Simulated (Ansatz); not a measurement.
Reactions of `C[O][GeH]([Cl])[O][SiH3]`.

Isolated molecules relaxed with PBE0-D4/def2-TZVP in Ansatz; ΔE leaves out vibrations. CCSD(T)/CBS adds triple-zeta CCSD(T) − MP2 to the extrapolated MP2 energy (def2 sets, frozen cores). This one scheme is used for every species. DFT in def2-TZVPP. def2 core potentials past Kr. For Ga, Ge, Se, Sn outer-core shells are correlated without core-valence functions, which leaves a few kJ/mol of doubt a bond. Scalar relativity is left out up to krypton. One conformer a species, not always the lowest.

| reaction | ωB97X-V (kcal/mol) | CCSD/CBS(def2) (kcal/mol) |
| --- | --- | --- |
| `C[O][GeH]([Cl])[O][SiH3]` + CH₃OH → `C[O][GeH]([Cl])[O]C` + `O[SiH3]` | 3.3 | 3.7 |
| `C[O][GeH]([Cl])[O][SiH3]` + `[OH][Ga]([OH])[SH]` → `[OH][Ga]([SH])[O][SiH3]` + `C[O][GeH]([OH])[Cl]` | 0.4 | 0.4 |
| `C[O][GeH]([Cl])[O][SiH3]` + H₂O → `C[O][GeH]([OH])[Cl]` + `O[SiH3]` | 3.7 | 4.8 |
| `C[O][GeH]([Cl])[O][SiH3]` + `CCSS` → `CCSS[SiH3]` + `C[O][GeH]([OH])[Cl]` | 10.7 | 11.2 |
| `C[O][GeH]([Cl])[O][SiH3]` + `CO[B]([AlH2])[SiH3]` → `C[O][GeH]([Cl])[O]C` + `[AlH2][B]([SiH3])O[SiH3]` | 5.1 | 5.4 |
| `C[O][GeH]([Cl])[O][SiH3]` + `[SH][SnH3]` → `[SiH3][S][SnH3]` + `C[O][GeH]([OH])[Cl]` | 9.3 | 9.5 |
| `C[O][GeH]([Cl])[O][SiH3]` → `C[O][GeH]([OH])[Cl]` + `[SiH2]` | 82.8 | 80.2 |
| `C[O][GeH]([Cl])[O][SiH3]` + `N[SiH2]C=O` → `C[O][GeH]([NH2])[Cl]` + `O=C[SiH2]O[SiH3]` | -4.1 | -4.9 |
| `C[O][GeH]([Cl])[O][SiH3]` + H₂Se → `C[O][GeH]([Cl])[SeH]` + `O[SiH3]` | -0.1 | -0.6 |
| `C[O][GeH]([Cl])[O][SiH3]` → CH₃OH + `[SiH3][O][Ge][Cl]` | 22.8 | 19.7 |

**Question.** Give the CCSD(T)/CBS values in the same order. (An estimate is asked.)

**Answer.** Computed: 3.5, 0.5, 4.9, 10.3, 5.2, 8.8, 80.8, -4.6, -1.0, 20.0 kcal/mol.

Largest T1 diagnostic: 0.015, for `CO[B]([AlH2])[SiH3]`.
